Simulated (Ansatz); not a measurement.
Species: MgBr₂ (charge -1, doublet). 
Geometry from a B3LYP-D3(BJ)/def2-TZVP (Ansatz, a first-principles code) optimisation:
```xyz
3

Mg     1.0747     0.1914     0.1247
Br    -0.3272     1.6416    -1.3588
Br    -0.0413    -1.7072     1.3160
```
Charge -1, spin multiplicity 2.

Basis-set convergence of Hartree-Fock and CCSD correlation energies (hartree) with Ansatz. Valence correlation only, unless marked. UHF or UKS for open shells. No spin-orbit coupling. The frozen core is the preceding noble-gas configuration, with the filled d and f shells of earlier blocks. No relativistic terms. This anion needs diffuse functions, which these sets lack.

```
basis       functions        E(HF)  E(corr, CCSD)
----------  ---------  -----------  -------------
def2-SVP           82  -5343.94220       -0.28320
def2-TZVPP        128            ?              ?
```

Q: Complete the blanks.

A: 
- def2-TZVPP, E(HF): -5344.64824
- def2-TZVPP, E(corr, CCSD): -0.38044
